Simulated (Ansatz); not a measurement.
**Cost against result**

Saddle point of CH$_{7}$BrGe, closed shell (GeH₃Br ([GeH3][Br]) + CH₄ → CH₆Ge ([CH3][GeH3]) + HBr; bonds formed: Ge1–C7, Br2–H6; bonds broken: Ge1–Br2, H6–C7), PBE0-D4/def2-TZVP structure:

```csv
atom,x (Å),y (Å),z (Å)
Ge1,-0.6232,-0.9802,-0.0538
Br2,2.3076,-1.1917,0.0599
H3,-0.3310,-1.6232,-1.3985
H4,-0.4409,-1.7001,1.2712
H5,-2.0374,-0.3389,-0.0934
H6,0.8756,0.1842,0.0413
C7,0.1021,1.1442,0.0371
H8,-0.4825,1.3671,0.9273
H9,-0.4050,1.4195,-0.8851
H10,1.0347,1.7190,0.0938
```

Barriers are electronic and count from the start structure reached by relaxing down the imaginary mode.

Computed with Ansatz 0.2.0 (basis: as named in each row); correlated methods freeze the cores. Filled d shells of the heavier atoms are correlated. The def2 sets are not built for correlating such inner shells, so the correlated values are less sure here. B3LYP uses VWN-RPA correlation. Extrapolation: Hartree–Fock as exp(−7.88 √X), correlation as X^−2.97.

Times are rough, for one single point on 8 threads of a shared host (Intel Xeon 6975P-C).

The estimate by CCSD(T) at an estimated basis limit (MP2 extrapolated from triple and quadruple zeta, plus CCSD(T) − MP2 in triple zeta) is 262.5 kJ/mol.

```json
{"method": "HF", "basis": "STO-3G", "time (s)": "under 1", "barrier (kJ/mol)": "561.7", "method less estimate": "299.2"}
{"method": "PBE-D4", "basis": "STO-3G", "time (s)": "under 1", "barrier (kJ/mol)": "418.6", "method less estimate": "156.1"}
{"method": "SPW92", "basis": "def2-SVP", "time (s)": "under 1", "barrier (kJ/mol)": "209.7", "method less estimate": "-52.8"}
{"method": "PBE-D4", "basis": "def2-SVP", "time (s)": "under 1", "barrier (kJ/mol)": "238.5", "method less estimate": "-24.0"}
{"method": "SPW92", "basis": "def2-TZVPP", "time (s)": "under 1", "barrier (kJ/mol)": "203.2", "method less estimate": "-59.3"}
{"method": "B3LYP-D4", "basis": "6-31G", "time (s)": "under 1", "barrier (kJ/mol)": "248.8", "method less estimate": "-13.8"}
{"method": "PBE0-D4", "basis": "def2-SVP", "time (s)": "under 1", "barrier (kJ/mol)": "253.5", "method less estimate": "-9.0"}
{"method": "PBE-D4", "basis": "def2-TZVPP", "time (s)": "under 1", "barrier (kJ/mol)": "233.3", "method less estimate": "-29.2"}
{"method": "BLYP-D4", "basis": "def2-TZVPP", "time (s)": "under 1", "barrier (kJ/mol)": "248.6", "method less estimate": "-14.0"}
{"method": "BHLYP-D4", "basis": "def2-TZVPP", "time (s)": "1", "barrier (kJ/mol)": "274.3", "method less estimate": "11.8"}
{"method": "PBE0-D4", "basis": "def2-TZVPP", "time (s)": "1", "barrier (kJ/mol)": "247.0", "method less estimate": "-15.5"}
{"method": "B3LYP-D4", "basis": "def2-TZVPP", "time (s)": "1", "barrier (kJ/mol)": "259.0", "method less estimate": "-3.5"}
{"method": "r2SCAN-D4", "basis": "def2-TZVPP", "time (s)": "1", "barrier (kJ/mol)": "245.2", "method less estimate": "-17.3"}
{"method": "CAM-B3LYP-D4", "basis": "def2-TZVPP", "time (s)": "1", "barrier (kJ/mol)": "265.8", "method less estimate": "3.2"}
{"method": "r2SCAN0-D4", "basis": "def2-TZVPP", "time (s)": "2", "barrier (kJ/mol)": "254.1", "method less estimate": "-8.4"}
{"method": "RPA on PBE", "basis": "def2-TZVPP", "time (s)": "2", "barrier (kJ/mol)": "272.7", "method less estimate": "10.2"}
{"method": "wB97M-V", "basis": "def2-SVP", "time (s)": "2", "barrier (kJ/mol)": "265.3", "method less estimate": "2.8"}
{"method": "PBE-QIDH", "basis": "def2-TZVPP", "time (s)": "2", "barrier (kJ/mol)": "259.2", "method less estimate": "-3.3"}
{"method": "B2PLYP", "basis": "def2-TZVPP", "time (s)": "2", "barrier (kJ/mol)": "267.8", "method less estimate": "5.3"}
{"method": "wB97X-V", "basis": "def2-TZVPP", "time (s)": "2", "barrier (kJ/mol)": "265.4", "method less estimate": "2.9"}
{"method": "B97M-V", "basis": "def2-TZVPP", "time (s)": "2", "barrier (kJ/mol)": "263.6", "method less estimate": "1.1"}
{"method": "wB97M-V", "basis": "def2-TZVPP", "time (s)": "2", "barrier (kJ/mol)": "259.1", "method less estimate": "-3.4"}
{"method": "CCSD(T)", "basis": "def2-SVP", "time (s)": "3", "barrier (kJ/mol)": "293.3", "method less estimate": "30.8"}
{"method": "MP2", "basis": "def2-QZVPP", "time (s)": "9", "barrier (kJ/mol)": "259.3", "method less estimate": "-3.3"}
{"method": "CCSD(T)", "basis": "def2-TZVPP", "time (s)": "23", "barrier (kJ/mol)": "268.3", "method less estimate": "5.8"}
```

All methods are single points on the PBE0-D4 structures.

No T1 diagnostic of these runs exceeds 0.010.

Labels in which every atom is bracketed show which atoms are joined, not bond orders.
